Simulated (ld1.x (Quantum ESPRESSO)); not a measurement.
**An all-electron radial function and its pseudo partner (He)**

Columns: radius, all-electron u(r) and pseudo u(r) of the 1s shell (level -15.87 eV) of helium in the configuration 1s2; PW91, scalar-relativistic, ultrasoft scheme, ld1.x (Quantum ESPRESSO) 7.5.

```tsv
r (bohr)	all-electron	pseudo
0.040	0.1780	0.1137
0.080	0.3284	0.2252
0.120	0.4547	0.3325
0.160	0.5601	0.4338
0.200	0.6471	0.5273
0.240	0.7184	0.6118
0.280	0.7759	0.6862
0.320	0.8216	0.7500
0.360	0.8570	0.8030
0.400	0.8836	0.8452
0.440	0.9026	0.8772
0.480	0.9151	0.8997
0.520	0.9220	0.9138
0.560	0.9242	0.9205
0.600	0.9222	0.9211
0.640	0.9168	0.9169
0.680	0.9085	0.9088
0.720	0.8976	0.8978
0.760	0.8847	0.8848
0.800	0.8701	0.8701
0.840	0.8541	0.8541
0.880	0.8369	0.8369
0.920	0.8188	0.8188
0.960	0.8000	0.8000
1.000	0.7806	0.7806
1.040	0.7608	0.7608
```

(1) How many radial nodes do the two functions have?

(2) At about which radius was the pseudo-wave matched?

(3) Where does each function peak?

(4) Is the pseudo-wave norm-conserving?

Answers

(1) The all-electron 1s function has n − l − 1 = 0; the pseudo-wave has 0.

(2) 0.80 bohr. The columns agree to 0.0005 from 0.64 bohr on; several derivatives are matched, so the curves merge somewhat inside the radius.

(3) Outermost all-electron maximum near 0.56 bohr, pseudo maximum near 0.60 bohr (to the table’s step).

(4) No, it belongs to an ultrasoft set: the norm inside the radius is not constrained, and the difference is carried by the augmentation charge.
